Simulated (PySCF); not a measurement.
PySCF input file for ethoxycyclopropane (C5H10O), SMILES CCOC1CC1, PBE-D3(BJ)/def2-SVP. Coordinates come from a PBE-D3(BJ)/def2-SVP optimisation. The values are those of a single conformer.

```python
import numpy as np
from pyscf import gto, scf, dft, df
from pyscf.hessian import thermo

mol = gto.M(
    atom='''
    C     2.65852864   -0.08411289   -0.30439246
    C     1.23071376   -0.52038356   -0.57733600
    O     0.39871320   -0.03095483    0.46504794
    C    -0.94286585   -0.36769512    0.29821346
    C    -1.94401507    0.56328557    0.90877214
    C    -1.81243358    0.48549016   -0.60196806
    H     3.33894885   -0.45464687   -1.09646004
    H     3.00709369   -0.47827685    0.67096387
    H     2.72823804    1.02149453   -0.27083222
    H     0.87876331   -0.13400386   -1.56564218
    H     1.16385377   -1.63605344   -0.63197937
    H    -1.15212272   -1.45759606    0.32600607
    H    -2.83512221    0.13609223    1.39363668
    H    -1.52827559    1.45462592    1.40321699
    H    -1.31768821    1.33214539   -1.10333382
    H    -2.61296198    0.00435254   -1.18569419
    ''',
    basis='def2-SVP',
    charge=0,
    spin=0,
    max_memory=1600,
    verbose=3,
)
mf = dft.RKS(mol, xc='pbe').density_fit(auxbasis='def2-universal-jkfit')
mf.disp = 'd3bj'
mf.grids.level = 3
mf.conv_tol = 1e-11
mf.max_cycle = 100
mf.kernel()

# [left out here: the lines that compute and print the analytic Hessian (its translational invariance restored by hand, since the grid's response is missing), thermochemistry and intensities]
```

Log of the run:

```
converged SCF energy = -271.187637242871

WARN: DFTD3 does not support analytical Hessian, using finite difference


WARN: Mole.unit (angstrom) is changed to Bohr

Mode                                 0                   1                   2
Irrep
Freq [cm^-1]                       78.6561            109.7582            180.2226
Reduced mass [au]                   2.4496              2.1651              2.5365
Force const [Dyne/A]                0.0089              0.0154              0.0485
Char temp [K]                     113.1687            157.9177            259.3002
Normal mode                   x     y     z       x     y     z       x     y     z
       0   C                 0.04 -0.11  0.06   -0.03  0.02 -0.02   -0.01  0.06  0.10
       1   C                 0.00  0.09 -0.05   -0.04  0.08 -0.04    0.04 -0.03 -0.05
       2   O                 0.01  0.09 -0.04    0.00 -0.08  0.07   -0.02 -0.06 -0.08
       3   C                 0.02  0.02  0.01   -0.01 -0.03  0.06   -0.03 -0.03 -0.03
       4   C                -0.01 -0.02  0.01    0.02  0.07 -0.04    0.09  0.07  0.03
       5   C                -0.06 -0.07  0.01    0.07 -0.06 -0.03   -0.07 -0.01  0.02
       6   H                 0.03 -0.09  0.04   -0.07  0.20 -0.14    0.11  0.13  0.16
       7   H                -0.04 -0.28  0.02    0.03 -0.19 -0.13   -0.10  0.06  0.13
       8   H                 0.17 -0.12  0.20   -0.03  0.01  0.22   -0.10  0.06  0.14
       9   H                 0.09  0.22 -0.03   -0.07  0.25  0.04    0.09 -0.02 -0.07
      10   H                -0.13  0.10 -0.15   -0.06  0.09 -0.22    0.10 -0.03 -0.07
      11   H                 0.08  0.01  0.06   -0.07 -0.02  0.14   -0.08 -0.02  0.04
      12   H                 0.03 -0.05  0.07   -0.02  0.16 -0.04    0.11  0.18  0.15
      13   H                -0.05  0.03 -0.04    0.05  0.09 -0.11    0.24  0.05 -0.06
      14   H                -0.14 -0.06 -0.04    0.12 -0.12 -0.09   -0.08 -0.07 -0.09
[...]
       4   C                -0.01  0.02  0.03    0.00 -0.00 -0.00    0.00 -0.00 -0.01
       5   C                -0.00  0.02 -0.03    0.00  0.00  0.00    0.00 -0.00  0.01
       6   H                 0.13  0.11  0.13    0.10 -0.58  0.36    0.22  0.13  0.15
       7   H                 0.18 -0.06 -0.10    0.42 -0.11 -0.22   -0.04 -0.57 -0.20
       8   H                 0.17 -0.02 -0.13   -0.41  0.04  0.27   -0.16  0.04 -0.58
       9   H                -0.36 -0.06  0.14   -0.04 -0.03 -0.02    0.10  0.23  0.05
      10   H                -0.40  0.05  0.08    0.03  0.02  0.03    0.15 -0.02  0.20
      11   H                 0.18 -0.05  0.03    0.00 -0.00  0.00    0.03 -0.00  0.01
      12   H                 0.00 -0.18 -0.13    0.00  0.00  0.00    0.01  0.03  0.02
      13   H                 0.14  0.04 -0.16   -0.00 -0.00  0.00   -0.03 -0.01  0.02
      14   H                 0.12  0.06  0.17    0.00  0.00  0.00   -0.02 -0.00 -0.02
      15   H                -0.02 -0.18  0.17    0.00 -0.00  0.00    0.01  0.02 -0.01
Mode                                30                  31                  32
Irrep
Freq [cm^-1]                     1440.4419           1460.1565           2889.0732
Reduced mass [au]                   1.5485              1.2570              1.0586
Force const [Dyne/A]                1.8931              1.5790              5.2059
Char temp [K]                    2072.4751           2100.8401           4156.7331
Normal mode                   x     y     z       x     y     z       x     y     z
       0   C                 0.02 -0.00 -0.01   -0.01 -0.01 -0.01   -0.00  0.00  0.00
       1   C                -0.04 -0.03 -0.03    0.02 -0.03 -0.06   -0.02 -0.05 -0.04
       2   O                -0.01  0.01 -0.00    0.01 -0.01 -0.01    0.00 -0.00 -0.00
       3   C                 0.09 -0.05  0.00   -0.08  0.03 -0.00   -0.00  0.00 -0.00
       4   C                -0.05  0.04  0.07    0.03 -0.02 -0.04    0.00  0.00 -0.00
       5   C                -0.03  0.03 -0.07    0.02 -0.01  0.04    0.00 -0.00  0.00
       6   H                -0.04 -0.04 -0.04   -0.08 -0.04 -0.05    0.01 -0.01 -0.03
       7   H                -0.02  0.08  0.04    0.03  0.18  0.05    0.00  0.00  0.00
       8   H                -0.01 -0.00  0.10    0.08 -0.02  0.17    0.00 -0.01  0.00
       9   H                 0.11  0.34  0.08   -0.10  0.49  0.21    0.17 -0.22  0.49
      10   H                 0.17 -0.04  0.31   -0.00 -0.04  0.54    0.04  0.79  0.01
      11   H                -0.20 -0.00 -0.02    0.20 -0.02  0.02    0.00 -0.03  0.00
      12   H                -0.05 -0.21 -0.16    0.04  0.10  0.08    0.00  0.00  0.00
      13   H                 0.22  0.04 -0.17   -0.12 -0.02  0.08   -0.00  0.00 -0.00
      14   H                 0.19  0.05  0.18   -0.10 -0.02 -0.09    0.00  0.00 -0.00
      15   H                -0.08 -0.18  0.17    0.05  0.07 -0.07   -0.00 -0.00 -0.00
Mode                                33                  34                  35
Irrep
Freq [cm^-1]                     2926.0296           2980.4844           2999.4131
Reduced mass [au]                   1.1056              1.0364              1.0886
Force const [Dyne/A]                5.5771              5.4246              5.7702
Char temp [K]                    4209.9051           4288.2535           4315.4877
Normal mode                   x     y     z       x     y     z       x     y     z
       0   C                 0.00 -0.00  0.00    0.05  0.02  0.01    0.00  0.00  0.00
       1   C                -0.02  0.07 -0.05   -0.00 -0.00 -0.00   -0.00  0.00 -0.00
       2   O                 0.00 -0.00 -0.00    0.00  0.00  0.00   -0.00 -0.00 -0.00
       3   C                 0.00  0.00  0.00    0.00  0.00 -0.00   -0.01 -0.08  0.00
       4   C                -0.00 -0.00  0.00    0.00 -0.00 -0.00    0.00  0.00  0.00
       5   C                 0.00 -0.00  0.00   -0.00  0.00  0.00    0.00  0.00 -0.00
       6   H                 0.00 -0.01 -0.00   -0.33  0.19  0.40   -0.00  0.00  0.00
       7   H                -0.01  0.02 -0.05   -0.17  0.21 -0.50   -0.00  0.00 -0.01
       8   H                 0.00  0.05  0.00   -0.03 -0.58 -0.01    0.00 -0.01 -0.00
       9   H                 0.25 -0.27  0.68    0.00 -0.00  0.00    0.01 -0.02  0.04
      10   H                -0.04 -0.54 -0.03    0.00  0.00 -0.00   -0.01  0.01  0.00
      11   H                -0.01 -0.03  0.00   -0.00 -0.01  0.00    0.18  0.93 -0.03
      12   H                 0.00  0.00 -0.00    0.00 -0.00 -0.00   -0.03 -0.02  0.02
      13   H                -0.00 -0.00 -0.00    0.00  0.00  0.00   -0.00  0.01  0.00
      14   H                 0.00  0.00 -0.00   -0.00 -0.00  0.00   -0.00  0.01 -0.00
      15   H                -0.00 -0.00 -0.00    0.00  0.00  0.00   -0.03 -0.02 -0.02
Mode                                36                  37                  38
Irrep
Freq [cm^-1]                     3061.7392           3069.6600           3074.0896
Reduced mass [au]                   1.0540              1.0585              1.1042
Force const [Dyne/A]                5.8211              5.8766              6.1479
Char temp [K]                    4405.1610           4416.5573           4422.9304
Normal mode                   x     y     z       x     y     z       x     y     z
       0   C                 0.00  0.00 -0.00   -0.00  0.00 -0.00   -0.02  0.08 -0.04
       1   C                 0.00 -0.00  0.00   -0.00 -0.00 -0.00   -0.00  0.01 -0.00
       2   O                -0.00 -0.00 -0.00    0.00 -0.00 -0.00    0.00 -0.00  0.00
       3   C                -0.00  0.00 -0.00    0.00 -0.01  0.00    0.00 -0.00  0.00
       4   C                -0.01  0.00  0.01   -0.03  0.02  0.05    0.00 -0.00 -0.00
       5   C                 0.02 -0.02  0.06   -0.00  0.00 -0.02   -0.00  0.00 -0.00
       6   H                -0.00  0.00  0.00   -0.00  0.00  0.00    0.04 -0.01 -0.06
       7   H                 0.00 -0.00  0.01    0.00 -0.00  0.00    0.20 -0.22  0.56
       8   H                -0.00 -0.00 -0.00   -0.00 -0.00 -0.00   -0.04 -0.69 -0.03
       9   H                -0.00  0.00 -0.01    0.00 -0.00  0.00    0.02 -0.02  0.04
      10   H                 0.00 -0.00 -0.00   -0.00  0.00  0.00   -0.01 -0.05 -0.00
      11   H                -0.00 -0.02  0.00    0.01  0.03 -0.00   -0.00  0.00  0.00
      12   H                 0.12  0.06 -0.07    0.56  0.28 -0.29   -0.00 -0.00  0.00
      13   H                -0.05 -0.11 -0.06   -0.26 -0.53 -0.28    0.00  0.00  0.00
      14   H                 0.30  0.50 -0.29   -0.07 -0.11  0.06   -0.00 -0.00  0.00
      15   H                -0.50 -0.31 -0.35    0.11  0.07  0.07    0.00  0.00  0.00
Mode                                39                  40                  41
Irrep
Freq [cm^-1]                     3078.5181           3157.0610           3169.0676
Reduced mass [au]                   1.1036              1.1208              1.1178
Force const [Dyne/A]                6.1623              6.5817              6.6140
Char temp [K]                    4429.3021           4542.3078           4559.5827
Normal mode                   x     y     z       x     y     z       x     y     z
       0   C                -0.03  0.03  0.08    0.00 -0.00  0.00    0.00 -0.00 -0.00
       1   C                 0.00  0.00  0.00    0.00 -0.00  0.00    0.00  0.00 -0.00
       2   O                 0.00 -0.00 -0.00    0.00  0.00  0.00    0.00  0.00 -0.00
       3   C                 0.00  0.00 -0.00   -0.00 -0.00 -0.00   -0.00 -0.00  0.00
       4   C                -0.00  0.00  0.00    0.03  0.03  0.00   -0.06 -0.06 -0.00
       5   C                 0.00 -0.00  0.00   -0.06 -0.06 -0.00   -0.03 -0.03 -0.00
       6   H                 0.48 -0.26 -0.56   -0.00  0.00  0.00   -0.00  0.00  0.00
       7   H                -0.14  0.17 -0.38   -0.00  0.00 -0.00   -0.00  0.00 -0.00
       8   H                -0.02 -0.31  0.00    0.00  0.00  0.00    0.00  0.00 -0.00
       9   H                -0.01  0.01 -0.02   -0.00  0.00 -0.00    0.00 -0.00 -0.00
      10   H                -0.00 -0.02 -0.00    0.00  0.00 -0.00   -0.00  0.00  0.00
      11   H                -0.00 -0.00  0.00    0.00  0.01 -0.00    0.00  0.03 -0.00
      12   H                 0.00  0.00 -0.00   -0.24 -0.11  0.12    0.47  0.23 -0.25
      13   H                -0.00 -0.00 -0.00   -0.12 -0.25 -0.14    0.23  0.49  0.27
      14   H                 0.00  0.00 -0.00    0.27  0.47 -0.28    0.14  0.23 -0.14
      15   H                -0.00 -0.00 -0.00    0.42  0.25  0.30    0.21  0.13  0.16
temperature 298.1500 [K]
pressure 101325.00 [Pa]
Rotational constants [GHz] 10.79601 1.81571 1.73011
Symmetry number 1
Zero-point energy (ZPE) 0.13784 [Eh]   361889.770 [J/mol]
                           tot       elec      trans        rot        vib
Entropy [J/mol/K]       343.043      0.000    164.318    111.513     67.211
Cv [J/mol/K]            106.753      0.000     12.472     12.472     81.809
Cp [J/mol/K]            115.067      0.000     20.786     12.472     81.809
Internal energy [J/mol]                      3718.434   3718.434 373061.549
Internal energy [Eh]   -271.04271  -271.18764
Enthalpy [J/mol]                             6197.391   3718.434 373061.549
Enthalpy [Eh]          -271.04177
Gibbs free energy [J/mol]                  -42794.163 -29529.096 353022.479
Gibbs free energy [Eh] -271.08072
mode   freq/cm-1   IR/(km/mol)
   1       78.66         0.361
   2      109.76         2.150
   3      180.22         0.415
   4      251.97         0.347
   5      355.71         3.949
   6      414.18         2.336
   7      467.53         1.192
   8      735.20         1.808
   9      782.67         5.306
  10      796.59         2.357
  11      804.09         3.413
  12      887.92        13.032
  13      948.55        17.008
  14      968.73        10.674
  15     1004.20         5.219
  16     1021.66         3.234
  17     1058.22         5.377
  18     1078.56        26.047
  19     1117.26        63.001
  20     1136.05         1.165
  21     1139.82         9.761
  22     1176.85        46.216
  23     1215.48        58.635
  24     1245.10         1.634
  25     1313.30        64.274
  26     1335.85        34.142
  27     1366.76         3.550
  28     1377.64        14.524
  29     1402.57         6.437
  30     1426.40         1.661
  31     1440.44        28.049
  32     1460.16         3.331
  33     2889.07        55.990
  34     2926.03        52.677
  35     2980.48        16.208
  36     2999.41        39.111
  37     3061.74         8.442
  38     3069.66         5.478
  39     3074.09        17.399
  40     3078.52        15.484
  41     3157.06         2.126
  42     3169.07         6.589
max |gradient| / (hartree/bohr): 3.188585648731576e-05
APT charges: [ 5.900e-03  5.851e-01 -7.950e-01  5.411e-01 -5.430e-02 -9.150e-02
 -6.100e-03 -6.000e-04 -2.200e-03 -7.740e-02 -9.250e-02 -6.510e-02
  7.700e-03  2.750e-02  2.020e-02 -2.900e-03]
```

The run converged.
